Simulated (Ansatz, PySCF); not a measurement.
boron oxyfluoride (BFO), SMILES O=BF. Atoms are numbered in the order given.

```xyz
3

F      0.0000     0.0000     1.1962
B      0.0000     0.0000    -0.0860
O      0.0000     0.0000    -1.2920
```
Charge 0, spin multiplicity 1.

The structure is a stationary point at PBE0-D3(BJ)/def2-TZVP.

Vertical ionisation energy (IE) and electron affinity (EA) in eV. Rows of orbital energies are one-electron estimates. Where ΔSCF, EOM or ADC give a negative EA the extra electron is unbound and the value depends on the basis.

```json
[
 {"level": "−ε(HOMO), −ε(LUMO), ωB97X/def2-TZVPD (PySCF)", "IE": "12.84", "EA": "-0.88"},
 {"level": "−ε(HOMO), −ε(LUMO), PBE/def2-TZVPD (PySCF)", "IE": "8.71", "EA": "1.53"},
 {"level": "EOM-CCSD/aug-cc-pVDZ (PySCF)", "IE": "13.38", "EA": "-0.56"},
 {"level": "ΔSCF, PBE0/def2-TZVPD (Ansatz), final states of multiplicity 2 and 2", "IE": "13.36", "EA": "-0.39"},
 {"level": "ΔSCF, PBE/def2-TZVPD (Ansatz), final states of multiplicity 2 and 2", "IE": "13.44", "EA": "-0.31"}
]
```

### Question
What vertical singlet–triplet gap does ΔSCF give with PBE0/def2-TZVPD (Ansatz, a quantum-chemistry and plane-wave program) and with PBE/def2-TZVPD (Ansatz)? (Estimate from the structure and the level; the computed values follow.)

### Answer
7.52 and 7.51 eV (triplet above singlet where positive).
